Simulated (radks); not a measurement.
Effect of the nuclear size on neutral germanium, [Ar] 3d10 4s2 4p2. Calculated with a radial shooting solver on a logarithmic mesh with Libxc functionals: Dirac Kohn-Sham, relativistic LDA (MacDonald-Vosko exchange, VWN5 correlation), spin-unpolarised, spherical densities, finite nucleus; open shells are shared between the two j in proportion to 2j + 1; Fermi nuclear charge, rms radius 4.0742 fm. The rms radius is varied about that value; shifts are against it.

rms radius (fm)  total energy shift (eV)  density at nucleus (e/bohr^3)  1s1/2 shift (meV)  2s1/2 shift (meV)  3p1/2 shift (meV)  4s1/2 shift (meV)
3.3775                            -0.105                      3.178e+04              -44.6              -4.35              0.065             -0.046
3.9357                           -0.0224                      3.148e+04              -9.49             -0.925              0.014             -0.010
4.0742                                 0                      3.141e+04              0.000              0.000              0.000              0.000
4.3838                            0.0527                      3.126e+04               22.3               2.18             -0.033              0.023
4.8361                             0.136                      3.107e+04               57.7               5.62             -0.084              0.059

Slopes of the eigenvalues against <r^2> in GHz/fm^2, as finite differences over the two radii next to the reference (eigenvalue slopes, not the field-shift constants of lines): 1s1/2 2060, 2s1/2 201, 3p1/2 -3.01, 4s1/2 2.11.
